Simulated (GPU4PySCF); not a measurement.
benzodifurandione dimer (PBFDO unit) (C20H8O8), SMILES O=C1Oc2c(cc3OC(/C(c3c2)=C2/C(=O)Oc3cc4c(cc23)OC(C4)=O)=O)C1. Geometry optimised at PBE-D3(BJ)/def2-SVP. The values are those of a single conformer.

Computed equilibrium geometry at PBE-D3(BJ)/def2-SVP (GPU4PySCF confirms it by a frequency run) as bond lengths and angles, and its point group (one conformer of several):
point group C2h.
Atoms: O1 C2 C3 C4 C5 C6 C7 C8 C9 O10 C11 C12 C13 O14 O15 C16 C17 C18 C19 C20 C21 O22 C23 O24 C25 C26 O27 O28 H29 H30 H31 H32 H33 H34 H35 H36. Bond lengths (Å): O1–C2 1.200, C2–C3 1.535, C2–O10 1.398, C3–C4 1.496, C3–H29 1.111, C3–H30 1.111, C4–C5 1.400, C4–C9 1.412, C5–C6 1.395, C5–H31 1.098, C6–C7 1.425, C6–O28 1.371, C7–C8 1.419, C7–C11 1.461, C8–C9 1.391, C8–H32 1.093, C9–O10 1.381, C11–C12 1.394, C11–C26 1.514, C12–C13 1.514, C12–C21 1.461, C13–O14 1.208, C13–O15 1.388, O15–C16 1.371, C16–C17 1.395, C16–C21 1.425, C17–C18 1.400, C17–H33 1.098, C18–C19 1.412, C18–C25 1.496, C19–C20 1.391, C19–O22 1.381, C20–C21 1.419, C20–H34 1.093, O22–C23 1.398, C23–O24 1.200, C23–C25 1.535, C25–H35 1.111, C25–H36 1.111, C26–O27 1.208, C26–O28 1.388. Bond angles (°): O1–C2–C3 129.7, O1–C2–O10 122.0, C3–C2–O10 108.3, C2–C3–C4 103.2, C2–C3–H29 109.3, C2–C3–H30 109.3, C4–C3–H29 114.2, C4–C3–H30 114.2, H29–C3–H30 106.5, C3–C4–C5 132.7, C3–C4–C9 107.1, C5–C4–C9 120.1, C4–C5–C6 115.9, C4–C5–H31 123.2, C6–C5–H31 120.8, C5–C6–C7 124.8, C5–C6–O28 122.6, C7–C6–O28 112.6, C6–C7–C8 118.4, C6–C7–C11 105.9, C8–C7–C11 135.7, C7–C8–C9 116.6, C7–C8–H32 121.6, C9–C8–H32 121.8, C4–C9–C8 124.2, C4–C9–O10 112.2, C8–C9–O10 123.7, C2–O10–C9 109.2, C7–C11–C12 132.8, C7–C11–C26 104.7, C12–C11–C26 122.5, C11–C12–C13 122.5, C11–C12–C21 132.8, C13–C12–C21 104.7, C12–C13–O14 131.9, C12–C13–O15 108.5, O14–C13–O15 119.6, C13–O15–C16 108.3, O15–C16–C17 122.6, O15–C16–C21 112.6, C17–C16–C21 124.8, C16–C17–C18 115.9, C16–C17–H33 120.8, C18–C17–H33 123.2, C17–C18–C19 120.1, C17–C18–C25 132.7, C19–C18–C25 107.1, C18–C19–C20 124.2, C18–C19–O22 112.2, C20–C19–O22 123.7, C19–C20–C21 116.6, C19–C20–H34 121.8, C21–C20–H34 121.6, C12–C21–C16 105.9, C12–C21–C20 135.7, C16–C21–C20 118.4, C19–O22–C23 109.2, O22–C23–O24 122.0, O22–C23–C25 108.3, O24–C23–C25 129.7, C18–C25–C23 103.2, C18–C25–H35 114.2, C18–C25–H36 114.2, C23–C25–H35 109.3, C23–C25–H36 109.3, H35–C25–H36 106.5, C11–C26–O27 131.9, C11–C26–O28 108.5, O27–C26–O28 119.6, C6–O28–C26 108.3.
